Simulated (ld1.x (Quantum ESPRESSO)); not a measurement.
**An all-electron radial function and its pseudo partner (palladium (Pd))**

Columns: radius, all-electron u(r) and pseudo u(r) of the 4d shell (level -6.44 eV) of palladium in the configuration [Kr] 4d9.75 5s0 5p0; PBE, scalar-relativistic, TM semilocal scheme, ld1.x (Quantum ESPRESSO) 7.5.

```tsv
r (bohr)	all-electron	pseudo
0.192	0.4011	-0.0278
0.385	0.1671	-0.1857
0.578	-0.3386	-0.4578
0.770	-0.6800	-0.7054
0.962	-0.8273	-0.8325
1.155	-0.8471	-0.8480
1.348	-0.8019	-0.8019
1.540	-0.7307	-0.7307
1.732	-0.6528	-0.6528
1.925	-0.5768	-0.5768
2.118	-0.5069	-0.5069
2.310	-0.4445	-0.4445
2.502	-0.3893	-0.3893
2.695	-0.3405	-0.3405
2.888	-0.2978	-0.2978
3.080	-0.2607	-0.2607
3.272	-0.2284	-0.2284
3.465	-0.2000	-0.2000
3.658	-0.1753	-0.1753
3.850	-0.1538	-0.1538
4.043	-0.1349	-0.1349
4.235	-0.1184	-0.1184
4.428	-0.1040	-0.1040
4.620	-0.0913	-0.0913
4.812	-0.0802	-0.0802
5.005	-0.0704	-0.0704
```

(1) How many radial nodes do the two functions have?

(2) At about which radius was the pseudo-wave matched?

(3) Where does each function peak?

(4) Is the pseudo-wave norm-conserving?

Results:

(1) The all-electron 4d function has n − l − 1 = 1; the pseudo-wave has 0, since the states of the same l below it are removed with the core.

(2) 1.45 bohr, where the columns begin to agree (steps of 0.19 bohr).

(3) Outermost all-electron maximum near 1.16 bohr, pseudo maximum near 1.16 bohr (to the table’s step).

(4) Yes: the TM semilocal scheme keeps the norm inside the radius equal to the all-electron one, which fixes the energy derivative of the logarithmic derivative at the level.
